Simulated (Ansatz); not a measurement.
Calculated with Ansatz (gas phase, PBE0-D4/def2-TZVP geometries, no zero-point term in ΔE). CCSD(T)/CBS adds triple-zeta CCSD(T) − MP2 to the extrapolated MP2 energy (def2 sets, frozen cores). DFT in def2-TZVPP. Each species was taken in one conformer, which may not be the lowest.

`N[SiH2]CCF` → `CC(F)[SiH2]N`  (isomerisation)

(1) Is it downhill or uphill in electronic energy at CCSD(T)/CBS, and by how much? (Best estimate.)

(2) What do these levels give: PBE-D4, r2SCAN-D4, ωB97X-V, B2PLYP, PBE0, HF/def2-TZVPP, CCSD/def2-TZVPP, CCSD(T)/def2-TZVPP, HF/def2-QZVPP, MP2/def2-QZVPP, SCS-MP2/def2-QZVPP, MP2/CBS(def2)? (An estimate is asked.)

Largest T1 diagnostic among the species: 0.011.

Answers

(1) The calculation gave: Uphill: ΔE = +3.6 kcal/mol.

(2) The calculation gave: PBE-D4 3.1, r2SCAN-D4 3.4, ωB97X-V 3.4, B2PLYP 3.6, PBE0 3.9, HF/def2-TZVPP 4.4, CCSD/def2-TZVPP 4.0, CCSD(T)/def2-TZVPP 3.9, HF/def2-QZVPP 4.4, MP2/def2-QZVPP 4.1, SCS-MP2/def2-QZVPP 4.0, MP2/CBS(def2) 4.0 kcal/mol.
